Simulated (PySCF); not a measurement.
# Magnetic susceptibility: SMILES CO[C@H]1C=COCCO1, C6H10O3

Cartesian coordinates in Å; atom numbers follow the order of the lines, from 1:
```xyz
19

C     2.7639   -0.2193    0.0894
O     1.5980    0.1185   -0.6281
C     0.6077    0.7524    0.1524
C    -0.3791    1.3224   -0.8326
C    -1.5906    0.9197   -1.2033
O    -2.4046   -0.0650   -0.7721
C    -2.1358   -0.7075    0.4559
C    -0.6875   -1.1622    0.6343
O     0.1076   -0.1089    1.1370
H     2.5348   -0.8787    0.9320
H     3.4150   -0.7318   -0.6154
H     3.2610    0.6817    0.4677
H     1.0653    1.5745    0.7331
H     0.0410    2.1506   -1.3821
H    -2.0871    1.4440   -2.0116
H    -2.3807   -0.0289    1.2848
H    -2.8131   -1.5641    0.4775
H    -0.2804   -1.5345   -0.3129
H    -0.6451   -1.9534    1.3863
```

Theory: PySCF 2.14.0, GIAO B3LYP/pcSseg-1 magnetisability, rotational g tensor and spin-rotation constants, non-relativistic, gas phase. Geometry: GFN2-xTB.

Task: How diamagnetic is it, and how anisotropic?

Result: Isotropic -1254 × 10⁻³⁰ J/T², or -75.5 × 10⁻⁶ cm³/mol; principal values -1319, -1236, -1206 × 10⁻³⁰ J/T², anisotropy 102 × 10⁻³⁰ J/T² (root of half the summed squared differences of the principal values). The susceptibility is in cgs units.

Task: Split it along the inertial axes a, b, c into diamagnetic and paramagnetic parts about the centre of mass, with the quadrupole moment.

Result: 
```tsv
axis	χ (10⁻⁶ cm³/mol)	diamagnetic (10⁻⁶ cm³/mol)	paramagnetic (10⁻⁶ cm³/mol)	summed x² of all electrons (Å²)	quadrupole Θ (D Å)
a	-77.5	-496.7	419.2	219.7	+1.61
b	-74.6	-1063.3	988.6	86.2	+3.58
c	-74.3	-1298.0	1223.6	30.9	-5.18
```
Anisotropies 2χaa − χbb − χcc = -6.1 and 2χbb − χaa − χcc = +2.6 × 10⁻⁶ cm³/mol. Θ is traceless in Buckingham's convention.

Task: And the rotational g tensor?

Result: 
| axis | rotational constant (GHz) | g | nuclear part | electronic part |
| --- | --- | --- | --- | --- |
| a | 3.1973 | -0.0255 | 0.6041 | -0.6296 |
| b | 1.2660 | -0.0125 | 0.5755 | -0.5880 |
| c | 1.0188 | -0.0078 | 0.5779 | -0.5857 |

Asymmetric top; isotopes 12C, 1H, 16O; no vibrational averaging.
